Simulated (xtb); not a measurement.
C2H8N, charge +1, singlet, at a GFN2-xTB geometry; xtb 6.7.1 with GFN2-xTB.

The xtb input:
```
$ xtb mol.xyz --gfn 2 --chrg 1 --opt --json

# file mol.xyz
11

C      1.13626145     0.51800927    -0.17136574
N      0.11223500    -0.53475827    -0.00839106
C     -1.24753940     0.01218899     0.17968525
H      2.12079925     0.07512594    -0.30685866
H      0.90342083     1.13036038    -1.04048709
H      1.15583745     1.15586555     0.71028992
H      0.35547925    -1.11851683     0.80222890
H      0.11904322    -1.14240726    -0.83770577
H     -1.97014570    -0.79293439     0.29559530
H     -1.27499751     0.64006506     1.06826740
H     -1.52741413     0.61455989    -0.68250961
```

Problem. Predict the main parts of the log of this xtb run.

Solution. 
```
   ID    Z sym.   atoms
    1    6 C      1, 3
    2    7 N      2
    3    1 H      4-11

           -------------------------------------------------
          |                Calculation Setup                |
           -------------------------------------------------

           -------------------------------------------------
          |                 G F N 2 - x T B                 |
           -------------------------------------------------

          ...................................................
          :                      SETUP                      :
          :.................................................:
          :  # basis functions                  20          :
          :  # atomic orbitals                  20          :
          :  # shells                           14          :
          :  # electrons                        20          :
          :  max. iterations                   250          :
          :  Hamiltonian                  GFN2-xTB          :
          :  restarted?                      false          :
          :  GBSA solvation                  false          :
          :  PC potential                    false          :
          :  electronic temp.          300.0000000     K    :
          :  accuracy                    1.0000000          :
          :  -> integral cutoff          0.2500000E+02      :
          :  -> integral neglect         0.1000000E-07      :
          :  -> SCF convergence          0.1000000E-05 Eh   :
          :  -> wf. convergence          0.1000000E-03 e    :
          :  Broyden damping             0.4000000          :
          :  net charge                          1          :
          :  unpaired electrons                  0          :
          ...................................................

 iter      E             dE          RMSdq      gap      omega  full diag
   1    -10.9085452 -0.109085E+02  0.370E+00   12.02       0.0  T
   2    -10.9936298 -0.850846E-01  0.226E+00   11.33       1.0  T
   3    -10.9948657 -0.123583E-02  0.143E+00   11.24       1.0  T
   4    -10.9952073 -0.341692E-03  0.160E-01   11.15       1.0  T
   5    -10.9952140 -0.666596E-05  0.742E-02   11.16       1.0  T
   6    -10.9952158 -0.183739E-05  0.899E-03   11.18       3.4  T
   7    -10.9952159 -0.545153E-07  0.999E-04   11.18      30.2  T
   8    -10.9952159 -0.160354E-08  0.331E-04   11.18      91.1  T

   *** convergence criteria satisfied after 8 iterations ***

[...]
         :: total energy             -10.841436670364 Eh    ::
 * total energy  :   -10.8414367 Eh     change       -0.1481570E-09 Eh
   *** GEOMETRY OPTIMIZATION CONVERGED AFTER 1 ITERATIONS ***
         :: total energy             -10.841436670512 Eh    ::
[...]
     7   1 H        0.859     0.253     0.872     1.463
     8   1 H        0.859     0.253     0.872     1.463
     9   1 H        0.925     0.115     1.657     2.013
    10   1 H        0.925     0.119     1.618     1.989
    11   1 H        0.925     0.119     1.618     1.989

 Mol. C6AA /au·bohr⁶  :        558.941779
 Mol. C8AA /au·bohr⁸  :      11220.387909
 Mol. α(0) /au        :         35.410584

Wiberg/Mayer (AO) data.
largest (>0.10) Wiberg bond orders for each atom

 ---------------------------------------------------------------------------
     #   Z sym  total        # sym  WBO       # sym  WBO       # sym  WBO
 ---------------------------------------------------------------------------
     1   6 C    3.897 --     4 H    0.974     6 H    0.974     5 H    0.974
                             2 N    0.958
     2   7 N    3.743 --     1 C    0.958     3 C    0.958     8 H    0.913
                             7 H    0.913
     3   6 C    3.897 --     9 H    0.974    11 H    0.974    10 H    0.974
                             2 N    0.958
     4   1 H    0.987 --     1 C    0.974
     5   1 H    0.986 --     1 C    0.974
     6   1 H    0.986 --     1 C    0.974
     7   1 H    0.936 --     2 N    0.913
     8   1 H    0.936 --     2 N    0.913
     9   1 H    0.987 --     3 C    0.974
    10   1 H    0.986 --     3 C    0.974
    11   1 H    0.986 --     3 C    0.974
 ---------------------------------------------------------------------------

Topologies differ in total number of bonds
Writing topology from bond orders to xtbtopo.mol

molecular dipole:
                 x           y           z       tot (Debye)
 q only:        0.112      -0.532      -0.008
   full:        0.160      -0.762      -0.012       1.979
molecular quadrupole (traceless):
                xx          xy          yy          xz          yz          zz
 q only:        1.851       0.408       0.037      -0.557      -0.088      -1.888
  q+dip:        0.005      -0.099       0.459      -0.068       0.001      -0.464
   full:        0.614       0.039       0.457      -0.249      -0.028      -1.070

optimized geometry written to: xtbopt.xyz

           -------------------------------------------------
          | TOTAL ENERGY              -10.841436670512 Eh   |
          | GRADIENT NORM               0.000051837962 Eh/α |
          | HOMO-LUMO GAP              11.175618483848 eV   |
           -------------------------------------------------
```
